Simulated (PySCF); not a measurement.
Delta-SCF ions had no search for a lower state. Excitations are Tamm–Dancoff values on a coarser integration grid. The basis has no diffuse functions, so Rydberg states are missing or too high.

Species: CH$_{6}$GeSi, SMILES `[GeH3][SiH]=C` (charge 0, multiplicity 1).

Question: Give the S1 excitation (TDA), S1 oscillator strength, dipole moment, vertical ionisation energy (Delta-SCF) and LUMO at the level PBE0-D3(BJ)/def2-TZVP in PySCF.

Answer: 
```yaml
S1 excitation (TDA): 5.35 eV
S1 oscillator strength: 0.350
dipole_moment: 0.73 D
vertical ionisation energy (Delta-SCF): 8.45 eV
LUMO: -1.44 eV
```
